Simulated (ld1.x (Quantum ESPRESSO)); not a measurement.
**Er, ultrasoft: configuration errors across variants**

- Element: Er
- Generator: ld1.x (Quantum ESPRESSO) 7.5
- Type: ultrasoft
- Functional: revPBE
- Relativity: fully relativistic
- Frozen core: [Xe]
- Valence charge: 14
- Reference configuration: 4f12 5d0 6s0 6p0 (charge +2)
- Partial waves: 6s (bound, empty): rcut 3.05, rcutus 3.50 bohr; 6s channel at 0.75 Ry: rcut 3.05, rcutus 3.50 bohr; 6p (bound, empty): rcut 2.85, rcutus 3.80 bohr; 6p channel at -0.35 Ry: rcut 2.85, rcutus 3.80 bohr; 5d (bound, empty): rcut 2.30, rcutus 2.85 bohr; 5d channel at -0.3 Ry: rcut 2.30, rcutus 2.85 bohr; 4f (bound): rcut 0.60, rcutus 0.70 bohr; 4f channel at 0.45 Ry: rcut 0.60, rcutus 0.70 bohr
- Local potential: all-electron potential smoothed inside 3.35 bohr (lloc = -2)
- Core correction: none
- Augmentation charge: PSQ, inside the norm-conserving radii

Open shells are filled in proportion to 2j + 1 (rel_dist='average').

All-electron excitation energies from the reference (eV): (1) 4f12 5d0 6s1 6p0 -11.827; (2) 4f11 5d0 6s0 6p0 26.052; (3) 4f12 5d1 6s0 6p0 -9.324; (4) 4f11 5d1 6s1 6p0 -6.412; (5) 4f10 5d0 6s0 6p0 71.518.

The overlap operator is not positive definite (basis up to 400 Ry) in “waves 6p (bound): rcut 2.85, rcutus 5.14 bohr; 6p channel at -0.35 Ry: rcut 2.85, rcutus 5.14 bohr”. Such files are unfit for use, however small their errors in these radial tests.

Tests that are not counted but printed errors over 1 eV. “base”: 4f12 5d0 6s2 6p0 (solver errors, printed error -2466 eV); 4f12 5d0.5 6s1.5 6p0 (solver errors, printed error -2469 eV). “waves 4f (bound): rcut 0.60, rcutus 0.68 bohr; 4f channel at 0.45 Ry: rcut 0.60, rcutus 0.68 bohr”: 4f12 5d0 6s2 6p0 (solver errors, printed error -2370 eV); 4f12 5d0.5 6s1.5 6p0 (solver errors, printed error -2373 eV). “waves 6p (bound): rcut 2.85, rcutus 5.14 bohr; 6p channel at -0.35 Ry: rcut 2.85, rcutus 5.14 bohr”: 4f12 5d0 6s2 6p0 (solver errors, printed error -2466 eV); 4f12 5d0.5 6s1.5 6p0 (solver errors, printed error -2469 eV).

4 further variants failed, have other tests or too few solved ones, and are left out.

A true bound ghost makes a file unfit for plane-wave use even where its test errors are small: the radial tests pick states by their node count and pass the ghost by.

Errors AE − PS in meV (a dash: test not solved or not reliable):

| change | (1) | (2) | (3) | (4) | (5) | bound ghosts |
| --- | --- | --- | --- | --- | --- | --- |
| base | +234 | -1021 | +118 | -181 | -5154 | none |
| augmentation built from norm-conserving waves at rcut, not smoothed further | – | – | – | – | – | s |
| waves 4f (bound): rcut 0.60, rcutus 0.68 bohr; 4f channel at 0.45 Ry: rcut 0.60, rcutus 0.68 bohr | +235 | -1080 | +123 | -306 | -5615 | none |
| core correction a·sin(br)/r model core inside 0.72 bohr | – | – | – | – | – | none |
| waves 6p (bound): rcut 2.85, rcutus 5.14 bohr; 6p channel at -0.35 Ry: rcut 2.85, rcutus 5.14 bohr | +234 | -1021 | +118 | -181 | -5154 | not determined (overlap not positive) |

(1) Give the same row for: local potential all-electron potential smoothed inside 3.70 bohr (lloc = -2).

Answers

(1) +234, -1039, +117, -211, -5286; bound ghosts: none. Not counted: 4f12 5d0 6s2 6p0 (solver errors, printed error -2466 eV); 4f12 5d0.5 6s1.5 6p0 (solver errors, printed error -2469 eV).
